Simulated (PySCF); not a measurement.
# Working out the ionisation energy of Mn

Mn [Ar] 3d5 4s2 (6S) → Mn⁺ [Ar] 3d5 4s1 (7S). Computed with PySCF 2.14 in cc-pVDZ, with the non-relativistic Hamiltonian (point nucleus). Frozen: [Ar]. Energies in hartree (1 hartree = 27.21139 eV):

| part | Mn (lower) | Mn⁺ (upper) |
| --- | --- | --- |
| UHF | -1149.867692 | -1149.647868 |
| MP2 opposite-spin | -0.032116 | 0.000000 |
| MP2 same-spin | -0.066601 | -0.066987 |

Q: What does Hartree-Fock give?

A: (-1149.647868) − (-1149.867692) = 0.219824 hartree = 5.982 eV.

Q: What do MP2 and SCS-MP2 (6/5 opposite-spin, 1/3 same-spin) give?

A: The opposite-spin parts differ by 0.874 eV and the same-spin parts by -0.011 eV. MP2: 5.982 + (0.874) + (-0.011) = 6.845 eV. SCS-MP2: 5.982 + 1.2 × (0.874) + (-0.011)/3 = 7.027 eV.

Measured between the centres of the two terms (NIST): 7.434 eV, so MP2 (valence) is off by -0.589 eV.

The calculation is non-relativistic.

A double-zeta basis recovers only part of the correlation energy.

What remains against the reference includes basis incompleteness, the frozen core and correlation beyond second order.
